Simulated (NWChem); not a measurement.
Molecule: CH$_{4}$AlBrO; SMILES [CH3][Al]([OH])[Br]

```xyz
8

Al     0.0052    -0.9705     0.0450
Br    -0.0744     1.2522     0.4913
C      1.6787    -1.9383     0.0144
H      1.5160    -3.0020    -0.2166
H      2.1934    -1.8681     0.9862
H      2.3632    -1.5193    -0.7407
O     -1.4544    -1.7801    -0.2665
H     -2.3290    -1.3874    -0.2738
```
Atoms are numbered in this order, from 1.

Level: PBE0/def2-SVP (NWChem), optimised geometry, unscaled harmonic frequencies. This build's default masses of Se (78.918 u) and Br (79.917 u) are each other's, which moves their modes by up to 0.6 %.

Problem. List the harmonic frequencies with IR intensities, and the thermochemistry.

Solution. 
| frequency (cm⁻¹) | IR intensity (km/mol) |
|---|---|
| 34 | 0.2 |
| 141 | 4.8 |
| 189 | 13.0 |
| 202 | 12.2 |
| 375 | 30.7 |
| 395 | 152.5 |
| 572 | 167.3 |
| 653 | 34.1 |
| 666 | 39.1 |
| 714 | 185.1 |
| 899 | 106.3 |
| 1212 | 25.5 |
| 1420 | 1.9 |
| 1421 | 4.2 |
| 3057 | 0.6 |
| 3156 | 0.8 |
| 3173 | 1.1 |
| 3983 | 112.0 |

The zero-point energy is 31.8 kcal/mol and the thermal correction to the enthalpy at 298.15 K (with zero-point energy) is 36.6 kcal/mol. The heat capacity Cv comes out as 21.2 cal/(mol K) and the entropy at 298.15 K and 1 atm (symmetry number 1) is 84.6 cal/(mol K). The dipole moment is 0.81 D.

Rigid rotor and harmonic oscillator; modes under 100 cm⁻¹ make the entropy uncertain.
